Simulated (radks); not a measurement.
Results of a calculation; reference values are marked as such.
Ionisation of neutral tantalum, [Xe] 4f14 5d3 6s2, to Ta+, [Xe] 4f14 5d3 6s1, under several functionals. Dirac Kohn-Sham, spin-unpolarised, spherical densities, finite nucleus; open shells fill j = l - 1/2 first; a radial shooting solver on a logarithmic mesh with Libxc functionals.

| functional | E(Ta) (hartree) | Exc (hartree) | IE (eV) | -e(HOMO) (eV) | <r> HOMO (bohr) | IE error (eV) |
|---|---|---|---|---|---|---|
| AM05 | -15614.7462 | -308.3494 | 8.334 | 3.732 | 2.210 | +0.784 |
| B86b exchange with PBE correlation | -15624.8482 | -318.5413 | 8.395 | 3.756 | 2.218 | +0.846 |
| PW91 | -15625.2451 | -318.9466 | 8.427 | 3.795 | 2.217 | +0.878 |
| XLYP | -15625.5077 | -319.1967 | 8.316 | 3.623 | 2.225 | +0.766 |
| Wu-Cohen GGA | -15622.5185 | -316.1938 | 8.420 | 3.771 | 2.214 | +0.871 |
| SOGGA | -15618.4086 | -312.0390 | 8.296 | 3.681 | 2.216 | +0.747 |
| LDA (Slater exchange, Perdew-Zunger correlation) | -15614.4063 | -308.0070 | 8.603 | 3.940 | 2.209 | +1.054 |
| BLYP | -15624.5823 | -318.2627 | 8.298 | 3.602 | 2.224 | +0.748 |

NIST Atomic Spectra Database: 7.550 eV (measured). Closest: SOGGA. The Delta-SCF values span 0.31 eV, the total energies 11.10 hartree. The highest occupied level is 5d3/2. Spin polarisation and multiplet splitting are left out, so open shells lie too high by an amount that depends on their filling.

Beside tabulated values, note that spin-unpolarised runs miss the spin-polarisation part of the exchange energy of open shells.
